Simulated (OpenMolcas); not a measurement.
**Re³⁺: effect of the basis set**

* Program: OpenMolcas
* Method: MS-CASPT2, IPEA 0.25 Eh, imaginary shift 0.1 Eh (closed shells correlated: 5s 5p)
* Active space: 4 electrons in 5 orbitals (5d)
* State averaging: 2S+1 = 5 even, 5 roots; 2S+1 = 3 even, 45 roots; 2S+1 = 1 even, 50 roots
* Spin-orbit coupling: RASSI with atomic mean-field integrals over the reference wave functions, term energies averaged over their components

A. ANO-R1 [7s5p4d2f], X2C, finite nucleus; CASPT2 step of the order of 18 core-seconds
B. ANO-RCC-VDZP [7s6p4d2f1g], DKH2, point nucleus; CASPT2 step of the order of 14 core-seconds
C. ANO-R2 [8s6p5d3f1g], X2C, finite nucleus; CASPT2 step of the order of 50 core-seconds
D. ANO-RCC-VTZP [8s7p5d3f2g1h], DKH2, point nucleus; CASPT2 step roughly 40 core-seconds
E. ANO-R3 [10s7p6d4f2g1h], X2C, finite nucleus; CASPT2 step of the order of 70 core-seconds
F. ANO-RCC-VQZP [9s8p6d4f3g2h], DKH2, point nucleus; CASPT2 step of the order of 110 core-seconds

Energies in cm-1 above 5d4 5D0, the measured ground level; measured values from the list in Brasseur, Gamrath and Quinet, At. Data Nucl. Data Tables 157, 101636 (2024).

```json
{"Level": "5d4 5D0 [66 %]", "A": "0.0", "B": "0.0", "C": "0.0", "D": "0.0", "E": "0.0", "F": "0.0", "Measured": "0.0"}
{"Level": "5d4 5D1", "A": "3420", "B": "3620", "C": "3150", "D": "3070", "E": "3240", "F": "3260", "Measured": "3084"}
{"Level": "5d4 5D2", "A": "6610", "B": "6940", "C": "6140", "D": "6000", "E": "6250", "F": "6290", "Measured": "5979"}
{"Level": "5d4 5D3", "A": "9200", "B": "9610", "C": "8590", "D": "8440", "E": "8680", "F": "8730", "Measured": "8350"}
{"Level": "5d4 5D4 [75 %]", "A": "11120", "B": "11560", "C": "10450", "D": "10320", "E": "10460", "F": "10530", "Measured": "10121"}
{"Level": "5d4 3P0(1) [54 %]", "A": "16150", "B": "16660", "C": "15550", "D": "15520", "E": "15330", "F": "15450", "Measured": ""}
{"Level": "5d4 3H4 [56 %]", "A": "19140", "B": "19520", "C": "18040", "D": "18100", "E": "17660", "F": "17770", "Measured": "16946"}
{"Level": "5d4 3P1(1)", "A": "21850", "B": "22470", "C": "20830", "D": "20830", "E": "20550", "F": "20710", "Measured": "19340"}
{"Level": "5d4 3G3 [57 %]", "A": "22370", "B": "22800", "C": "21230", "D": "21330", "E": "20870", "F": "21010", "Measured": "19817"}
{"Level": "5d4 3F2(1) [70 %]", "A": "22590", "B": "23050", "C": "21510", "D": "21630", "E": "21110", "F": "21280", "Measured": "19851"}
{"Level": "5d4 3H5", "A": "23600", "B": "24090", "C": "22150", "D": "22190", "E": "21740", "F": "21890", "Measured": "20930"}
{"Level": "5d4 3H6", "A": "25720", "B": "26280", "C": "24130", "D": "24160", "E": "23640", "F": "23810", "Measured": "22896"}
{"Level": "5d4 3P2(1) [57 %]", "A": "27470", "B": "28060", "C": "26100", "D": "26170", "E": "25760", "F": "25950", "Measured": ""}
{"Level": "5d4 3F3(1) [50 %]", "A": "29910", "B": "30400", "C": "28300", "D": "28380", "E": "27900", "F": "28090", "Measured": ""}
{"Level": "5d4 3D3 [52 %]", "A": "31630", "B": "32210", "C": "30120", "D": "30210", "E": "29770", "F": "29960", "Measured": ""}
{"Level": "5d4 3G5", "A": "33520", "B": "34310", "C": "31700", "D": "31700", "E": "31320", "F": "31530", "Measured": "30052"}
{"Level": "5d4 3D1", "A": "35110", "B": "35730", "C": "33500", "D": "33560", "E": "33160", "F": "33380", "Measured": "31543"}
{"Level": "5d4 1I6", "A": "36010", "B": "36840", "C": "33950", "D": "33990", "E": "33330", "F": "33570", "Measured": "32396"}
{"Level": "5d4 1S0(1)", "A": "39360", "B": "40330", "C": "38450", "D": "38450", "E": "38000", "F": "38270", "Measured": "36484"}
{"Level": "5d4 1F3 [67 %]", "A": "42950", "B": "43630", "C": "40720", "D": "40970", "E": "40180", "F": "40440", "Measured": "38458"}
{"Level": "5d4 3P2(2)", "A": "46670", "B": "47150", "C": "44580", "D": "44950", "E": "44050", "F": "44330", "Measured": ""}
{"Level": "5d4 3F4(2) [65 %]", "A": "49030", "B": "49910", "C": "47090", "D": "47480", "E": "46540", "F": "46850", "Measured": "44726"}
{"Level": "5d4 3F2(2) [70 %]", "A": "51230", "B": "51910", "C": "48750", "D": "49120", "E": "48220", "F": "48530", "Measured": ""}
{"Level": "5d4 3F3(2)", "A": "51860", "B": "52590", "C": "49480", "D": "49880", "E": "48940", "F": "49260", "Measured": "46525"}
```

Deviations, from unrounded energies. A percentage is the sum of absolute deviations over the sum of measured energies, with the sign that they share, or ± where signs differ.

| Against measurement | Levels | A | B | C | D | E | F |
| --- | --- | --- | --- | --- | --- | --- | --- |
| mean absolute deviation (cm-1) | 17 | 2700 | 3300 | 1400 | 1500 | 1100 | 1200 |
| fine structure of the ground term (%) | 4 | +10.3 | +15.3 | +2.9 | ±1.2 | +4.0 | +4.6 |
| other terms of the ground configuration (%) | 13 | +11.4 | +13.6 | +6.0 | +6.4 | +4.5 | +5.2 |

E lies closest to measurement on these levels and B furthest from it. The largest miss of E in the table is 5d4 3F3(2), by +2400 cm-1. The ranking rests on the paired levels alone, and a cruder setting can come out closer through cancelling errors.

The two smallest mean deviations differ by little beside CASPT2's spread within terms, so their order carries little weight.

Among A to F the level of the table that moves most is 5d4 3F2(2) [70 %], by 3700 cm-1 (lowest in E, highest in B). Moves below CASPT2's spread within the term are not significant.

CASPT2 breaks the degeneracy within a term, and the mean is taken; among the terms shown or strongly mixed into the levels shown the widest spread is 1200 cm-1 (5d4 1I, D). The CASPT2 spread within a term exceeds the gap to the next term for 5d4 3D and 5d4 1I, 5d4 1I and 5d4 1G(1), so the order of their levels is uncertain (figures for A; the like holds for B, C, D, E, F). The basis is small and was not contracted for so high a charge (holds for A; B). Some terms miss by over 15 % even with CASPT2, which points to a basis or an active space too small for the shells correlated (holds for B). Measured partners are found by configuration, term and J. A level has none where our copy of the source lacks it or the pairing is in doubt (some pairs that miss far off the trend of their configuration count as doubtful), and it then counts in no deviation. Levels of configurations outside the active space are missing. Levels that lie high or do not pair safely by name in every column are left out.

A share in square brackets marks a mixed level and gives the weight of the term that names it, the lowest over the columns. A number in round brackets counts repeated terms of one configuration in the order of the reference energies.
